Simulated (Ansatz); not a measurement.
# Nudged elastic band run: C3H7NSe

Input file:

```yaml
crystal:
  periodic: [false, false, false]
  atoms:
    - { symbol: C, position_ang: [-1.248105, 0.39908, 0.134396] }
    - { symbol: C, position_ang: [0.23548, 0.564088, 0.312582] }
    - { symbol: "N", position_ang: [0.805287, 1.390125, 1.093891] }
    - { symbol: C, position_ang: [1.120338, -0.328315, -0.514107] }
    - { symbol: Se, position_ang: [1.015755, -2.225557, -0.012926] }
    - { symbol: H, position_ang: [-1.552724, -0.62291, 0.410601] }
    - { symbol: H, position_ang: [-1.808503, 1.113011, 0.754284] }
    - { symbol: H, position_ang: [-1.531852, 0.548376, -0.920698] }
    - { symbol: H, position_ang: [0.103768, 1.94215, 1.598286] }
    - { symbol: H, position_ang: [0.895242, -0.252899, -1.587885] }
    - { symbol: H, position_ang: [2.164515, -0.03503, -0.346317] }
    - { symbol: H, position_ang: [-0.1223, -2.54732, -0.888207] }
basis:
  gaussian: { orbitals: def2-SVP }
hamiltonian:
  xc: pbe0
  dispersion: d4
neb:
  order_check: false
  images: 5
  f_tol: 0.03
  max_iterations: 60
  final_atoms:
    - { symbol: C, position_ang: [-1.31935498, 0.6660271, -0.68766412] }
    - { symbol: C, position_ang: [-0.17464462, 0.4371921, -0.01578682] }
    - { symbol: "N", position_ang: [0.13653674, 0.96567106, 1.22253741] }
    - { symbol: C, position_ang: [0.91860989, -0.38203008, -0.62973567] }
    - { symbol: Se, position_ang: [1.44020754, -1.94017812, 0.4548089] }
    - { symbol: H, position_ang: [-1.45870871, 0.27667399, -1.69632611] }
    - { symbol: H, position_ang: [0.7111792, 0.35305666, 1.79538037] }
    - { symbol: H, position_ang: [-2.12032069, 1.27502706, -0.26081034] }
    - { symbol: H, position_ang: [-0.64600202, 1.35041456, 1.73746838] }
    - { symbol: H, position_ang: [0.64460309, -0.72292862, -1.63444409] }
    - { symbol: H, position_ang: [1.84982036, 0.20258132, -0.697322] }
    - { symbol: H, position_ang: [0.0949752, -2.53670802, 0.44579409] }
  initial_path:
    images:
      - { positions_ang: [[-1.248105, 0.39908, 0.134396], [0.23548, 0.564088, 0.312582], [0.805287, 1.390125, 1.093891], [1.120338, -0.328315, -0.514107], [1.015755, -2.225557, -0.012926], [-1.552724, -0.62291, 0.410601], [-1.808503, 1.113011, 0.754284], [-1.531852, 0.548376, -0.920698], [0.103768, 1.94215, 1.598286], [0.895242, -0.252899, -1.587885], [2.164515, -0.03503, -0.346317], [-0.1223, -2.54732, -0.888207]] }
      - { positions_ang: [[-1.29074582, 0.43796208, 0.02994343], [0.16286977, 0.50980944, 0.27186793], [0.68276997, 1.25337197, 1.14116318], [1.09207494, -0.34928401, -0.56190569], [1.1908932, -2.1508679, 0.0885436], [-1.58953669, -0.40994353, -0.10011668], [-1.40495527, 0.8271084, 0.78784671], [-1.56013454, 0.9161249, -0.73397929], [0.02274189, 1.81561046, 1.69866612], [0.7564591, -0.40969574, -1.58517639], [2.05647795, 0.0458442, -0.52869311], [-0.04201351, -2.54124126, -0.4742598]] }
      - { positions_ang: [[-1.33338664, 0.47684416, -0.07450914], [0.09025954, 0.45553088, 0.23115387], [0.56025295, 1.11661894, 1.18843536], [1.06381188, -0.37025302, -0.60970439], [1.3660314, -2.0761788, 0.1900132], [-1.62634937, -0.19697707, -0.61083436], [-1.00140754, 0.54120581, 0.82140942], [-1.58841707, 1.2838738, -0.54726059], [-0.05828422, 1.68907092, 1.79904624], [0.61767619, -0.56649248, -1.58246778], [1.94844091, 0.12671839, -0.71106923], [0.03827297, -2.53516253, -0.0603126]] }
      - { positions_ang: [[-1.37602746, 0.51572623, -0.17896172], [0.01764931, 0.40125232, 0.1904398], [0.43773592, 0.9798659, 1.23570754], [1.03554882, -0.39122202, -0.65750308], [1.54116961, -2.0014897, 0.29148281], [-1.66316206, 0.0159894, -1.12155205], [-0.59785982, 0.25530321, 0.85497213], [-1.61669961, 1.65162271, -0.36054188], [-0.13931033, 1.56253137, 1.89942636], [0.47889329, -0.72328921, -1.57975917], [1.84040386, 0.20759259, -0.89344534], [0.11855946, -2.52908379, 0.3536346]] }
      - { positions_ang: [[-1.35713664, 0.56582652, -0.34852919], [-0.04644867, 0.41323225, 0.12169759], [0.3373362, 0.97513429, 1.2313175], [0.99656918, -0.38815804, -0.64824728], [1.50751558, -1.98105251, 0.34592484], [-1.59501094, 0.10288426, -1.3131434], [-0.16151348, 0.2878877, 1.16844154], [-1.7845733, 1.52609082, -0.32729803], [-0.30820756, 1.49182577, 1.84544036], [0.53412989, -0.72316902, -1.59798748], [1.8435427, 0.20592216, -0.82807089], [0.11069804, -2.5316252, 0.38435443]] }
      - { positions_ang: [[-1.33824581, 0.61592681, -0.51809666], [-0.11054664, 0.42521218, 0.05295538], [0.23693647, 0.97040267, 1.22692745], [0.95758953, -0.38509406, -0.63899147], [1.47386156, -1.96061532, 0.40036687], [-1.52685983, 0.18977913, -1.50473476], [0.27483286, 0.32047218, 1.48191096], [-1.95244699, 1.40055894, -0.29405419], [-0.47710479, 1.42112017, 1.79145437], [0.58936649, -0.72304882, -1.61621578], [1.84668153, 0.20425174, -0.76269645], [0.10283662, -2.53416661, 0.41507426]] }
      - { positions_ang: [[-1.31935498, 0.6660271, -0.68766412], [-0.17464462, 0.4371921, -0.01578682], [0.13653674, 0.96567106, 1.22253741], [0.91860989, -0.38203008, -0.62973567], [1.44020754, -1.94017812, 0.4548089], [-1.45870871, 0.27667399, -1.69632611], [0.7111792, 0.35305666, 1.79538037], [-2.12032069, 1.27502706, -0.26081034], [-0.64600202, 1.35041456, 1.73746838], [0.64460309, -0.72292862, -1.63444409], [1.84982036, 0.20258132, -0.697322], [0.0949752, -2.53670802, 0.44579409]] }
```

Launched with:

```bash
$ ansatz run input.yaml --threads 2 --pin off --max-ram 3072MiB --backend cpu --events-out ev --progress --plain --runs-dir out
```

Output, in part (warnings, iteration lines, the closing report on the highest movable image, with atoms numbered from 0):

```
NEB end point (image 0): max|allowed force component| = 9.681e-3 eV/Å (the criterion of neb.relax_end_points is 1.000e-2)
NEB end point (image 6): max|allowed force component| = 8.656e-3 eV/Å (the criterion of neb.relax_end_points is 1.000e-2)
NEB iter   1: max|band force component| = 4.109e1 eV/Å  barrier→ = 7.1751 eV  barrier← = 7.1693 eV  Δτ_max = 0.2000 Å  (189 SCF iters)
NEB iter   2: max|band force component| = 5.577e0 eV/Å  barrier→ = 4.5694 eV  barrier← = 4.5637 eV  Δτ_max = 0.2000 Å  (158 SCF iters)
NEB iter   3: max|band force component| = 3.215e0 eV/Å  barrier→ = 3.5369 eV  barrier← = 3.5312 eV  Δτ_max = 0.1998 Å  (148 SCF iters)
NEB iter   4: max|band force component| = 2.273e0 eV/Å  barrier→ = 2.4879 eV  barrier← = 2.4822 eV  Δτ_max = 0.1961 Å  (150 SCF iters)
NEB iter   5: max|band force component| = 1.571e0 eV/Å  barrier→ = 1.8242 eV  barrier← = 1.8185 eV  Δτ_max = 0.1268 Å  (148 SCF iters)
NEB iter   6: max|band force component| = 1.244e0 eV/Å  barrier→ = 1.5628 eV  barrier← = 1.5571 eV  Δτ_max = 0.0977 Å  (154 SCF iters)
NEB iter   7: max|band force component| = 9.294e-1 eV/Å  barrier→ = 1.6032 eV  barrier← = 1.5974 eV  Δτ_max = 0.0497 Å  (144 SCF iters)
NEB iter   8: max|band force component| = 2.272e0 eV/Å  barrier→ = 1.5341 eV  barrier← = 1.5284 eV  CI = image 3  Δτ_max = 0.1979 Å  (153 SCF iters)
NEB iter   9: max|band force component| = 3.253e0 eV/Å  barrier→ = 2.7342 eV  barrier← = 2.7285 eV  CI = image 3  Δτ_max = 0.2000 Å  (151 SCF iters)
NEB iter  10: max|band force component| = 2.482e0 eV/Å  barrier→ = 3.6778 eV  barrier← = 3.6721 eV  CI = image 3  Δτ_max = 0.2000 Å  (155 SCF iters)
NEB iter  11: max|band force component| = 2.058e0 eV/Å  barrier→ = 4.1300 eV  barrier← = 4.1243 eV  CI = image 3  Δτ_max = 0.0997 Å  (158 SCF iters)
NEB iter  12: max|band force component| = 1.120e0 eV/Å  barrier→ = 3.9452 eV  barrier← = 3.9394 eV  CI = image 3  Δτ_max = 0.0960 Å  (146 SCF iters)
NEB iter  13: max|band force component| = 8.028e-1 eV/Å  barrier→ = 3.8500 eV  barrier← = 3.8442 eV  CI = image 3  Δτ_max = 0.1967 Å  (148 SCF iters)
NEB iter  14: max|band force component| = 5.143e-1 eV/Å  barrier→ = 3.8045 eV  barrier← = 3.7988 eV  CI = image 3  Δτ_max = 0.0830 Å  (151 SCF iters)
NEB iter  15: max|band force component| = 3.294e-1 eV/Å  barrier→ = 3.7602 eV  barrier← = 3.7544 eV  CI = image 3  Δτ_max = 0.0814 Å  (154 SCF iters)
NEB iter  16: max|band force component| = 2.048e-1 eV/Å  barrier→ = 3.7445 eV  barrier← = 3.7388 eV  CI = image 3  Δτ_max = 0.0425 Å  (153 SCF iters)
NEB iter  17: max|band force component| = 1.010e-1 eV/Å  barrier→ = 3.7402 eV  barrier← = 3.7345 eV  CI = image 3  Δτ_max = 0.0452 Å  (152 SCF iters)
NEB iter  18: max|band force component| = 6.934e-2 eV/Å  barrier→ = 3.7376 eV  barrier← = 3.7319 eV  CI = image 3  Δτ_max = 0.0624 Å  (153 SCF iters)
NEB iter  19: max|band force component| = 8.470e-2 eV/Å  barrier→ = 3.7356 eV  barrier← = 3.7298 eV  CI = image 3  Δτ_max = 0.0313 Å  (154 SCF iters)
NEB iter  20: max|band force component| = 7.330e-2 eV/Å  barrier→ = 3.7347 eV  barrier← = 3.7290 eV  CI = image 3  Δτ_max = 0.0313 Å  (149 SCF iters)
NEB iter  21: max|band force component| = 4.862e-2 eV/Å  barrier→ = 3.7341 eV  barrier← = 3.7283 eV  CI = image 3  Δτ_max = 0.0616 Å  (146 SCF iters)
NEB iter  22: max|band force component| = 3.497e-2 eV/Å  barrier→ = 3.7334 eV  barrier← = 3.7277 eV  CI = image 3  Δτ_max = 0.0302 Å  (146 SCF iters)
NEB iter  23: max|band force component| = 4.701e-2 eV/Å  barrier→ = 3.7333 eV  barrier← = 3.7276 eV  CI = image 3  Δτ_max = 0.0146 Å  (133 SCF iters)
NEB iter  24: max|band force component| = 1.842e-2 eV/Å  barrier→ = 3.7332 eV  barrier← = 3.7275 eV  CI = image 3  Δτ_max = 0.0000 Å  (261 SCF iters)
Total energy: -70036.10418979 eV, -2573.7793567985 hartree
Atom 0 at    -1.290082     0.607693    -0.319153 Å, force    -0.005613    -0.006001     0.003357 eV/Å
Atom 1 at     0.056665     0.575787     0.084465 Å, force     0.011779     0.007271     0.009172 eV/Å
Atom 2 at     0.588733     1.217989     1.169423 Å, force     0.010373     0.005226    -0.002567 eV/Å
Atom 3 at     0.992909    -0.411162    -0.564943 Å, force    -0.011463    -0.012021     0.002244 eV/Å
Atom 4 at     1.214378    -2.068787     0.454897 Å, force     0.011778    -0.000117     0.002493 eV/Å
Atom 5 at    -1.657434    -0.095211    -1.067812 Å, force    -0.001823    -0.000070     0.000697 eV/Å
Atom 6 at    -0.578478     0.237749     1.081253 Å, force    -0.012527    -0.004379    -0.009285 eV/Å
Atom 7 at    -1.977029     1.351420     0.091151 Å, force     0.000626     0.000908    -0.000532 eV/Å
Atom 8 at    -0.076548     1.923857     1.505289 Å, force    -0.003959     0.000401    -0.000078 eV/Å
Atom 9 at     0.688199    -0.661525    -1.587627 Å, force     0.001753     0.001981    -0.003372 eV/Å
Atom 10 at     1.988292     0.052558    -0.581786 Å, force     0.002169    -0.004223     0.001775 eV/Å
Atom 11 at     0.127296    -2.785569    -0.231257 Å, force    -0.003093     0.011024    -0.003904 eV/Å
Dipole moment:    -0.429916    -0.068384    -0.278314 e Å
```

It converged. The profile has 2 maxima (images 1, 3) with wells between them (image 2): this band takes more than one step, which may be the mechanism or a detour left from its start path. Neighbouring images differ by up to 3.7 eV, so the band resolves the path poorly. A vibrational analysis at the climbing image gives one clearly imaginary mode, 1802i cm⁻¹: a first-order saddle point. The orbitals stay closed-shell, which can raise the energy where a bond breaks towards radicals; this wasn't checked here.

Final band (atoms are numbered from 1 in the order of the input):

| image | path coordinate (Å) | energy (kJ/mol) | C1–H7 (Å) | N3–H7 (Å) |
| --- | --- | --- | --- | --- |
| 0 | 0.00 | 0.0 | 1.10 | 2.65 |
| 1 | 1.44 | 4.6 | 1.10 | 2.75 |
| 2 | 2.88 | 2.6 | 1.10 | 2.98 |
| 3 | 4.33 | 360.2 | 1.61 | 1.53 |
| 4 | 5.23 | 72.6 | 2.47 | 1.02 |
| 5 | 6.13 | 13.4 | 3.06 | 1.02 |
| 6 | 7.04 | 0.6 | 3.22 | 1.02 |

The run took 4.7 min on 2 threads of Intel(R) Xeon(R) 6975P-C (Granite Rapids), on a shared host, peak memory 0.34 GiB.
